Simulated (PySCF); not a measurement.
Radial density of Rh(2+) (rhodium, charge +2)

UHF, [Kr] 4d6 5s1, high-spin 6D determinant (an excited configuration). Calculation: PySCF 2.14, in aug-cc-pVTZ-DK (9s8p6d3f2g, 102 functions); the spin-free X2C one-electron Hamiltonian (Gaussian nucleus).

```
r (bohr)  4πr²ρ (e/bohr)  4πr²(ρα − ρβ)
  0.0268           56.34         0.0019
  0.0450           48.58        -0.0008
  0.0757           63.99         0.0579
   0.127           65.63         0.3212
   0.214           47.15         0.7914
   0.360           52.89         0.3257
   0.606           16.48         0.6066
    1.02           14.88         3.3096
    1.72           4.641         2.1790
    2.88          0.6888         0.5743
    4.85         0.03300         0.0321
    8.16       4.552e-05         0.0000
```

Densities and radii are taken from the X2C orbitals without a picture-change correction, which distorts them close to the nucleus.
